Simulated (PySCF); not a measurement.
MoOF4, optimised at GFN2-xTB:

```xyz
6

O      0.3169     0.7105    -1.4841
Mo    -0.0093     0.0259    -0.0362
F     -1.2036    -1.2072    -0.3830
F      1.0063     0.8841     1.1036
F     -1.3363     0.9656     0.6144
F      1.1390    -1.2888     0.1062
```

Method: PySCF energies (xtb for GFN2) plus ideal-gas RRHO corrections (1 bar). All species are closed-shell singlets. Mo: scalar-relativistic def2 core potential, no spin-orbit coupling.

Task: List the harmonic frequencies (cm⁻¹, unscaled) at this level and at the other levels, each on its own geometry.

Result: 
- GFN2-xTB: 114, 261, 265, 265, 297, 297, 354, 472, 546, 589, 589, 954
- PBE/def2-SVP: 88, 239, 240, 255, 290, 290, 328, 616, 696, 717, 717, 1058
- PBE0/def2-TZVP: 92, 243, 243, 268, 306, 306, 341, 626, 735, 735, 735, 1132
